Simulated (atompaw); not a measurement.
An all-electron radial function and its pseudo partner (V)

Columns: radius, all-electron u(r) and pseudo u(r) of the 4p shell (level -7.01 eV) of vanadium in the configuration [Ar] 3d3 4s1 4p0; LDA (PW92), scalar-relativistic, PAW (atompaw) scheme, atompaw 4.2.0.5.

```json
{"r (bohr)": "0.115", "all-electron": "0.1287", "pseudo": "0.0023"}
{"r (bohr)": "0.231", "all-electron": "0.1142", "pseudo": "0.0092"}
{"r (bohr)": "0.346", "all-electron": "-0.0074", "pseudo": "0.0204"}
{"r (bohr)": "0.462", "all-electron": "-0.1317", "pseudo": "0.0360"}
{"r (bohr)": "0.577", "all-electron": "-0.2132", "pseudo": "0.0552"}
{"r (bohr)": "0.692", "all-electron": "-0.2464", "pseudo": "0.0779"}
{"r (bohr)": "0.808", "all-electron": "-0.2390", "pseudo": "0.1039"}
{"r (bohr)": "0.923", "all-electron": "-0.2025", "pseudo": "0.1321"}
{"r (bohr)": "1.038", "all-electron": "-0.1474", "pseudo": "0.1623"}
{"r (bohr)": "1.154", "all-electron": "-0.0813", "pseudo": "0.1942"}
{"r (bohr)": "1.269", "all-electron": "-0.0110", "pseudo": "0.2268"}
{"r (bohr)": "1.385", "all-electron": "0.0604", "pseudo": "0.2600"}
{"r (bohr)": "1.500", "all-electron": "0.1291", "pseudo": "0.2929"}
{"r (bohr)": "1.615", "all-electron": "0.1940", "pseudo": "0.3252"}
{"r (bohr)": "1.731", "all-electron": "0.2546", "pseudo": "0.3569"}
{"r (bohr)": "1.846", "all-electron": "0.3092", "pseudo": "0.3870"}
{"r (bohr)": "1.962", "all-electron": "0.3586", "pseudo": "0.4157"}
{"r (bohr)": "2.077", "all-electron": "0.4018", "pseudo": "0.4424"}
{"r (bohr)": "2.192", "all-electron": "0.4394", "pseudo": "0.4669"}
{"r (bohr)": "2.308", "all-electron": "0.4718", "pseudo": "0.4893"}
{"r (bohr)": "2.423", "all-electron": "0.4989", "pseudo": "0.5092"}
{"r (bohr)": "2.538", "all-electron": "0.5211", "pseudo": "0.5264"}
{"r (bohr)": "2.654", "all-electron": "0.5388", "pseudo": "0.5412"}
{"r (bohr)": "2.769", "all-electron": "0.5522", "pseudo": "0.5530"}
{"r (bohr)": "2.885", "all-electron": "0.5618", "pseudo": "0.5619"}
{"r (bohr)": "3.000", "all-electron": "0.5678", "pseudo": "0.5678"}
```

(1) How many radial nodes do the two functions have?

(2) Is the pseudo-wave norm-conserving?

Answers

(1) The all-electron 4p function has n − l − 1 = 2; the pseudo-wave has 0, since the states of the same l below it are removed with the core.

(2) No, it belongs to a PAW set: the norm inside the radius is not constrained, and the difference is carried by the augmentation charge.
